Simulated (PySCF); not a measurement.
An unknown shows these calculated signals:

¹H NMR (600 MHz, computed): δ 5.75 (t, 1H), 4.97 (s, 2H), 4.33 (d, 2H), 3.87 (s, 3H).

¹³C{¹H} NMR (computed): δ 85.7 (CH), 73.9 (CH2), 51.2 (CH3).

[PySCF: structure optimised with GFN2-xTB; PBE0/pcSseg-1 with gauge-including orbitals; gas phase; non-relativistic; a single conformation; fast rotation and ring inversion assumed for equivalent nuclei]

References, each an isolated molecule treated in the same way: ¹H and ¹³C vs TMS.

Question: Which of these does the molecule contain: an NH or NH2 group, an S-methyl group, a Si–H bond, an N-methyl group?

Answer: 
- An NH or NH2 group: no.
- An S-methyl group: no.
- A Si–H bond: yes (δH 4.97 (s)).
- An N-methyl group: no.

The data belong to `CO[SiH2]OCC(Cl)Cl`, C3H8Cl2O2Si; they needn't prove each group on their own.

Carbon signals by region: 3 at 50–100 ppm.

Carbons that carry Cl, above all several Cl atoms, come out too deshielded, partly because spin–orbit coupling is missing. Shifts are as computed. Against solution values, carbons near 30 ppm lie about +3 ppm off and those near 130 ppm about +5 ppm; carbons on Cl a further +6 ppm. Of 1211 compounds with measured shifts, 218 miss one by over three times the rms of a fit or turn the order of signals round; such compounds aren't used in these exercises. No couplings were computed; multiplicities are counted from neighbouring protons, with m where these are inequivalent, close in shift, in a saturated or five-membered ring or joined by F or P, and br s for small geminal =CH2 splittings.
